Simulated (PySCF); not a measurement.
**Dipole response of Fe²⁺ (iron, charge +2)**

[Ar] 3d6, high-spin 5D determinant. All numbers are calculated (PySCF 2.14, the non-relativistic Hamiltonian (point nucleus), in def2-QZVPPD (11s6p5d4f2g, 100 functions)). Coupled (time-dependent) response in atomic units; α is the mean over directions.

```
method  mean α (bohr³)         α xx, yy, zz  C₆ (like pair)  S(−4)
  PBE0           3.638  3.867, 3.867, 3.179           10.44  7.510
 TPSSh           3.771  4.008, 4.008, 3.297           10.90  8.253
```

S(−4) is the Cauchy moment in α(ω) = α(0) + S(−4) ω² + …

α(iu) at PBE0:

```csv
u (hartree),α(iu) (bohr³)
0,3.638
0.0500,3.619
0.100,3.565
0.200,3.378
0.300,3.134
0.500,2.646
0.750,2.164
1.00,1.811
1.50,1.332
2.00,1.022
3.00,0.6521
5.00,0.3283
```

A single London oscillator, α(iu) = α/(1 + u²/ω²), gives C₆ = (3/4) ω α². Matching the computed C₆ needs ω = 4 × 10.44 / (3 × 3.638²) = 1.05 hartree.

For an ion, C₆ is the dispersion term alone; charge-induced terms of lower order in 1/R come first.

The components differ because the open shell of this determinant is not spherical; for a pure term their mean is the scalar polarisability.
